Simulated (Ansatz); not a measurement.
Mulliken charges of `[OH][Al]([F])[ZnH]` from ωB97M-V/def2-TZVPP in Ansatz (PBE0-D4/def2-TZVP geometry).

```tsv
atom	x (Å)	y (Å)	z (Å)	charge (e)
O1	1.358	-0.272	-1.156	-0.399
Al2	0.342	-0.403	0.194	0.708
F3	0.745	-1.520	1.354	-0.361
Zn4	-1.664	1.040	0.392	0.003
H5	2.146	-0.796	-1.296	0.161
H6	-2.927	1.951	0.512	-0.112
```

**Question.** By hand: the dipole of these point charges (1 e Å = 4.8032 D).

**Answer.** Σ q r = (0.100, 0.028, -0.155) e Å, of length 0.187 e Å = 0.90 D.

**Question.** How does the dipole of the full density compare? (An estimate is asked.)

**Answer.** The calculation gave: (0.046, 0.036, -0.105) e Å, 0.58 D; the point charges give 1.55 times that, at 13° from its direction.

Point charges leave out the atoms' own dipoles, such as those of lone pairs, and Mulliken's split depends on the basis, so the two needn't agree.
